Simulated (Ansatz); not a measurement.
Geometry optimisation, Ansatz, RKS r2SCAN/def2-mTZVP.

Input:

```yaml
crystal:
  periodic: [false, false, false]
  atoms:
    - { symbol: C, position_ang: [-1.2404, 1.6364, -0.6342] }
    - { symbol: C, position_ang: [-0.73, 0.5048, -0.5969] }
    - { symbol: C, position_ang: [-0.1959, -0.6641, -0.5592] }
    - { symbol: Ge, position_ang: [1.2063, -1.0372, 0.8112] }
    - { symbol: H, position_ang: [-1.0225, 2.4312, 0.0618] }
    - { symbol: H, position_ang: [-2.0201, 1.9141, -1.414] }
    - { symbol: H, position_ang: [-0.3993, -1.4217, -1.2661] }
    - { symbol: H, position_ang: [2.3611, -0.0468, 0.6763] }
    - { symbol: H, position_ang: [1.6445, -2.4856, 0.6905] }
    - { symbol: H, position_ang: [0.4795, -0.8821, 2.2335] }
basis:
  gaussian: { orbitals: def2-mTZVP }
hamiltonian:
  xc: r2scan
relax:
  f_tol: 0.02
  max_steps: 50
```

Command:

```bash
$ ansatz run input.yaml --threads 2 --pin off --max-ram 3072MiB --backend cpu --events-out ev --progress --plain --runs-dir out
```

Task: Where does it end, and by what steps?

Result: The forces met the threshold. After 21 steps the energy has fallen by 2.628 eV; H6 moved furthest, 1.23 Å.

```csv
step,energy less start (eV),largest force component (eV/Å),accepted
0,0.0000,5.313,yes
1,-0.7392,1.624,yes
2,-1.0410,1.838,yes
3,-1.5179,1.653,yes
4,-2.0244,1.384,yes
5,-2.3206,1.157,yes
6,-2.4851,1.087,yes
7,-2.5843,0.496,yes
8,-2.5621,0.371,no
9,-2.6078,0.113,yes
10,-2.6091,0.081,yes
11,-2.6094,0.170,yes
12,-2.6098,0.389,yes
13,-2.6219,0.090,yes
14,-2.6226,0.161,yes
15,-2.6258,0.030,yes
16,-2.6264,0.054,yes
17,-2.6268,0.041,yes
18,-2.6272,0.021,yes
19,-2.6274,0.036,yes
20,-2.6274,0.022,no
21,-2.6275,0.012,yes
```

```xyz
10
Properties=species:S:1:pos:R:3
C -1.155 1.696 -0.853
C -0.822 0.485 -0.506
C -0.455 -0.709 -0.144
Ge 1.224 -1.032 0.785
H -1.731 2.335 -0.190
H -0.876 2.104 -1.820
H -1.101 -1.559 -0.363
H 1.957 0.303 0.961
H 2.093 -2.007 -0.027
H 0.949 -1.666 2.160
```

Whether the end is a true minimum wasn't checked by a vibrational analysis.

Time of the run: 66 s on 2 threads of Arm Neoverse V2 (shared host), peak memory 0.16 GiB.
